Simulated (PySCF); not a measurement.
**M06-2X on V⁺ (vanadium, charge +1)**

Configuration: [Ar] 3d4, high-spin 5D determinant. Computed with PySCF 2.14 in x2c-SVPall (5s3p3d1f, 36 functions), with scalar relativity by spin-free X2C-1e.

* Total energy: -948.767 hartree
* One-electron energy: -1298.877 hartree
* Hartree (Coulomb) energy: 395.797 hartree
* Exchange-correlation energy: -45.686 hartree
* ⟨S²⟩: 6.0003
* ⟨L²⟩: 6.167
* Sum of ⟨r⟩: 16.48 bohr
* Sum of ⟨r²⟩: 22.35 bohr²
* Traceless quadrupole moment −½Σ⟨3z² − r²⟩ along its main axis: -1.46 e·bohr²
* Langevin diamagnetic susceptibility: -17.7 ×10⁻⁶ cm³/mol
* Time after the integrals: 1.8 s of wall time on 1 thread of Neoverse-V1 (shared host)

```csv
shell,electrons,mean orbital energy (eV),spread (eV),"rms radius, mean of both spins (bohr)"
1s α,1,-5439.2,0,0.0768
1s β,1,-5439.2,0,0.0768
2s α,1,-628.78,0,0.333
2s β,1,-627.53,0,0.333
2p α,3,-527.04,0.164,0.303
2p β,3,-525.87,0.524,0.303
3s α,1,-82.400,0,1.03
3s β,1,-78.579,0,1.03
3p α,3,-54.679,0.206,1.12
3p β,3,-49.910,1.332,1.12
3d α,4,-13.042,0.896,1.73
```

Densities and radii are taken from the X2C orbitals without a picture-change correction, which distorts them close to the nucleus.
